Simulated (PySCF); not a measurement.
**How the method moves the HOMO and LUMO of `[SiH3]CC1CC1`**

Species: C4H10Si.
Atom-mapped SMILES: `[SiH3:1][CH2:2][CH:3]1[CH2:4][CH2:5]1` (hydrogens: H6, H7, H8 on Si1; H9, H10 on C2; H11 on C3; H12, H13 on C4; H14, H15 on C5)

Geometry (PBE0-D3(BJ)/def2-SVP, Å), atoms numbered from 1 in this order:
```
atom  x, y, z in Å
Si1    2.3526    0.1648    0.2314
C2     0.8135    0.8925   -0.5871
C3    -0.3640   -0.0551   -0.5801
C4    -1.2269   -0.1875    0.6415
C5    -1.7735    0.4613   -0.5973
H6     3.4906    1.1348    0.1682
H7     2.7662   -1.0949   -0.4626
H8     2.0827   -0.1577    1.6668
H9     1.0671    1.1882   -1.6201
H10    0.5542    1.8261   -0.0578
H11   -0.1972   -0.9837   -1.1384
H12   -1.5951   -1.1790    0.9181
H13   -0.9967    0.4554    1.4966
H14   -2.5224   -0.0780   -1.1835
H15   -1.9115    1.5466   -0.5856
```

Basis pcSseg-1 throughout (PySCF), one geometry. One conformer (not necessarily the lowest) at the PBE0-D3(BJ)/def2-SVP geometry, without solvent, vibrations or thermal averaging.

Task: How do the orbital energies, the gap and the dipole change with the method?

Result: 
| method | kind | HOMO (eV) | LUMO (eV) | gap (eV) | μ (D) | SCF cycles |
| --- | --- | --- | --- | --- | --- | --- |
| BLYP | GGA | -6.33 | 0.31 | 6.64 | 0.77 | 14 |
| B97-D | GGA | -6.43 | 0.38 | 6.81 | 0.78 | 13 |
| OPBE | GGA | -6.44 | 0.47 | 6.92 | 0.80 | 13 |
| PBE | GGA | -6.47 | 0.20 | 6.68 | 0.79 | 13 |
| KT2 | GGA | -6.52 | 0.08 | 6.60 | 0.76 | 13 |
| KT3 | GGA | -6.54 | 0.19 | 6.73 | 0.75 | 13 |
| BP86 | GGA | -6.57 | 0.19 | 6.76 | 0.80 | 13 |
| LDA | LDA | -6.60 | -0.04 | 6.56 | 0.78 | 13 |
| B97-2 | global hybrid | -7.45 | 1.07 | 8.51 | 0.77 | 12 |
| B3LYP | global hybrid | -7.48 | 0.80 | 8.28 | 0.75 | 12 |
| PBE0 | global hybrid | -7.70 | 1.03 | 8.73 | 0.77 | 12 |
| mPW1PW91 | global hybrid | -7.73 | 1.07 | 8.80 | 0.76 | 12 |
| BHandHLYP | global hybrid | -8.83 | 1.84 | 10.66 | 0.73 | 12 |
| CAM-B3LYP | range-separated hybrid | -9.05 | 1.98 | 11.03 | 0.72 | 12 |
| wB97X-D | range-separated hybrid | -9.55 | 2.80 | 12.35 | 0.73 | 12 |
| LC-wPBE | range-separated hybrid | -10.41 | 3.21 | 13.62 | 0.72 | 11 |
| HF | Hartree–Fock | -10.57 | 4.03 | 14.60 | 0.74 | 9 |

The HOMO spans 4.24 eV, from BLYP down to HF, and the gap runs from 6.56 eV (LDA) to 14.60 eV (HF). Over the methods BLYP (0 %), B97-D (0 %), OPBE (0 %), PBE (0 %), KT2 (0 %), KT3 (0 %), BP86 (0 %), LDA (0 %), B97-2 (21 %), B3LYP (20 %), PBE0 (25 %), mPW1PW91 (25 %), BHandHLYP (50 %), HF (100 %), a straight line through the gap against the share of exact exchange rises by 0.79 eV for each 10 % (correlation coefficient 0.999). The dipole ranges from 0.72 D (CAM-B3LYP) to 0.80 D (OPBE). This basis has no diffuse functions.
